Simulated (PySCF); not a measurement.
**`CC(=C)/C(C)=C/N(C)C`, C8H15N**

Geometry:
```
atom   x (Å)   y (Å)   z (Å)
  C1   3.382  -0.839   0.226
  C2   2.295  -0.142  -0.159
  C3   2.471   1.220  -0.774
  C4   0.934  -0.672   0.017
  C5   0.765  -2.082   0.500
  C6  -0.143   0.100  -0.277
  N7  -1.478  -0.226  -0.065
  C8  -2.434   0.550  -0.811
  C9  -1.923  -0.545   1.273
 H10   4.386  -0.431   0.087
 H11   3.313  -1.823   0.693
 H12   3.537   1.457  -0.894
 H13   1.997   1.279  -1.768
 H14   2.018   2.009  -0.153
 H15  -0.247  -2.447   0.275
 H16   1.482  -2.747  -0.005
 H17   0.938  -2.193   1.585
 H18   0.017   1.078  -0.747
 H19  -3.414   0.048  -0.800
 H20  -2.577   1.573  -0.400
 H21  -2.120   0.639  -1.860
 H22  -1.146  -1.084   1.826
 H23  -2.821  -1.183   1.238
 H24  -2.178   0.368   1.852
```

The calculation used PySCF 2.14.0, TDDFT CAM-B3LYP/def2-SVPD circular dichroism and optical rotation, one conformer, gas phase. Geometry: PBE0-D3(BJ)/def2-SVP.

States above about 6.6 eV (minus the energy of the highest occupied orbital) lie near or above the ionisation threshold and depend on the basis. No stereocentre is labelled: unless the shape is locked (an allene, a helicene, a hindered biaryl), the mirror image is equally populated and a measured rotation or CD is zero.

Q: Draw the ECD and absorption spectra from the lowest 12 states, each a Gaussian of half-width 0.25 eV at 1/e height.

A: 
```tsv
E (eV)	λ (nm)	Δε (L mol⁻¹ cm⁻¹)	ε (L mol⁻¹ cm⁻¹)
4.15	299	-0.45	595
4.30	288	-3.45	4580
4.45	279	-12.90	17100
4.60	270	-23.51	31200
4.75	261	-20.76	27700
4.90	253	-8.11	12100
5.05	246	+2.07	3350
5.20	238	+8.40	2080
5.35	232	+9.03	1940
5.50	225	+4.31	1010
5.65	219	-1.57	428
5.80	214	-10.78	775
5.95	208	-21.75	1670
6.10	203	-20.69	2850
6.25	198	-5.93	5720
6.40	194	+4.24	9680
6.55	189	+0.91	9840
6.70	185	-3.25	6190
6.85	181	-3.73	3270
7.00	177	-5.11	2210
7.15	173	-4.19	1700
```
Δε uses R in velocity form, ε uses f in length form. Only the states computed contribute, so the short-wavelength end is incomplete.
